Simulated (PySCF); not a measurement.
Species: C₇H₁₂FO₂ (charge -1).
Numbering: `[CH3:1][O:2][CH2:3][C:4]([CH3:5])([CH3:6])/[CH:7]=[C:8](/[O-:9])[F:10]` (hydrogens: H11, H12, H13 on C1; H14, H15 on C3; H16, H17, H18 on C5; H19, H20, H21 on C6; H22 on C7)

Method: PBE0-D3(BJ)/def2-SVP geometry optimisation, gas phase in PySCF.

(1) What internal coordinates does the optimisation give?

Answers

(1) 
| bond | length (Å) |
| --- | --- |
| C1–O2 | 1.397 |
| O2–C3 | 1.409 |
| C3–C4 | 1.545 |
| C4–C5 | 1.530 |
| C4–C6 | 1.539 |
| C4–C7 | 1.515 |
| C7=C8 | 1.382 |
| C8–O9 | 1.218 |
| C8–F10 | 1.445 |
| C1–H11, C1–H12, C1–H13 | 1.105 |
| C3–H14, C3–H15 | 1.106 |
| C5–H16 and 5 like bonds | 1.103 |
| C7–H22 | 1.093 |

Bonds in one row agree within 0.01 Å and their mean is given. A selection of angles:
| angle | degrees |
| --- | --- |
| C1–O2–C3 | 115.1 |
| O2–C3–C4 | 115.4 |
| C3–C4–C5 | 107.9 |
| C3–C4–C7 | 113.2 |
| C5–C4–C6 | 108.7 |
| C5–C4–C7 | 108.6 |
| C6–C4–C7 | 111.5 |
| C4–C7–C8 | 127.1 |
| C7–C8–O9 | 134.3 |
| C7–C8–F10 | 111.4 |
| O9–C8–F10 | 114.3 |

Torsions: C1–O2–C3–C4 -86° (synclinal); O2–C3–C4–C5 -51° (synclinal); C3–C4–C7–C8 61° (synclinal); C4–C7–C8–O9 179° (antiperiplanar). The mirror-image conformer, all signs reversed, is as good.

The C–O distances run from 1.218 Å (C8–O9, drawn single in one of several resonance forms) to 1.409 Å (O2–C3, drawn single), a spread of 0.191 Å. The C–C distances run from 1.382 Å (C7=C8, drawn double in one of several resonance forms) to 1.545 Å (C3–C4, drawn single), a spread of 0.163 Å. O2 (ether oxygen) is bent (angle 115.1°). Of the pairs four or more bonds apart, F10···H15 is among the closest relative to their van der Waals radii: 2.27 Å, 85 % of the sum of Bondi's values. C7 (carbon bonded to 2 C and H) is planar (angles 127.1°, 118.0° and 114.8°, sum 359.9°, 0.02 Å off the plane of its three neighbours). C8 (vinylic C–F carbon) is planar (angles 134.3°, 114.3° and 111.4°, sum 360.0°, 0.01 Å off the plane of its three neighbours).

Point group: C1 (no symmetry element, even within 0.4 Å). No PBE0-D3(BJ)/def2-SVP frequencies stand behind this structure, so it isn't proved a minimum.

On one thread, Arm Neoverse N1 (aarch64), shared host with 32 logical CPUs at a one-minute load of 22, this took 6.3 min of wall time and 0.88 GiB of memory at its peak. These figures are those of the optimisation.
